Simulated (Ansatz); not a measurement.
A structure relaxed at PBE-D4/def2-TZVP in Ansatz, charge 0, singlet:

| atom | x (Å) | y (Å) | z (Å) |
| --- | --- | --- | --- |
| Ga1 | -0.0002 | 0.0001 | -0.0001 |
| F2 | -0.7562 | -1.2883 | 0.9040 |
| F3 | -0.7148 | 0.5557 | -1.4932 |
| F4 | 1.4712 | 0.7325 | 0.5893 |

Question: Give its formula and point group.

Answer: the cluster GaF₃ (the lowest singlet isomer of a short search). Point group D3h (tolerance 0.1 Å).

Question: Summarise the bond lengths by kind (pairs closer than 1.2 times the sum of covalent radii, bridged metal pairs left out).

Answer: 3 × F–Ga 1.75 Å.

The structure comes from a short search, and lower isomers may exist.
